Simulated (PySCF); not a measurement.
A thermochemical cycle for IF

r²SCAN in PySCF with x2c-SVPall on every atom, spin-free X2C, for the lowest determinant that a PBE0 search found; no spin–orbit coupling. IF, a singlet (closed shell), has De = 2.72 eV to neutral atoms, and IF⁺, a doublet (π ↑), has De = 2.56 eV to I⁺ + F.

The adiabatic ionisation energy of IF, between the minima, is 10.71 eV.

Task: Which ionisation energy of the I atom does this level give?

Result: IE(I) = IE(molecule) + De(ion) − De(neutral) = 10.71 + 2.56 − 2.72 = 10.55 eV; the measured value is 10.451 eV (NIST ASD).

These are scalar-relativistic numbers at best; spin–orbit coupling would shift them, the dissociation energy most. For an ion De counts to the pair picked by the measured ionisation energies or electron affinities, which need not be the lowest pair at this level. States were picked by a PBE0 search and need not be the measured ground states.
